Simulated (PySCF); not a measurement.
C5H7FO, SMILES CO[C@]1(F)C=CC1.

The structure is a stationary point at B3LYP-D3(BJ)/def2-SVP. The structure was generated by enumeration; whether it is a known compound was not checked. One conformer was computed; it need not be the lowest.

Two levels are set side by side: TDA-PBE/def2-SVPD (PySCF) and TDA-LC-ωPBE/def2-SVPD (PySCF). Vertical, same geometry. The lowest singlet is HOMO→LUMO 100 % with PBE and HOMO→LUMO 88 % with the other functional; states are paired by order. Differences are taken from unrounded values.

| quantity | TDA-LC-ωPBE |
|---|---|
| lowest singlet excitation (eV) | 6.64 |
| lowest triplet excitation (TDA) (eV) | 4.08 |

What does TDA-PBE give, and how far is it from TDA-LC-ωPBE? (An estimate is asked for; the answer gives what the named calculation found.)


```
quantity                              TDA-PBE  TDA-PBE minus TDA-LC-ωPBE
------------------------------------  -------  -------------------------
lowest singlet excitation (eV)           4.74                      -1.90
lowest triplet excitation (TDA) (eV)     4.29                       0.20
```

Functionals without exact exchange tend to place singlet excitations lower, as here. Differences between two approximate levels are no errors against the true value.

Rough cost on one machine, each run with all the roots and properties that it gave: TDA-LC-ωPBE against TDA-PBE about 4 times.
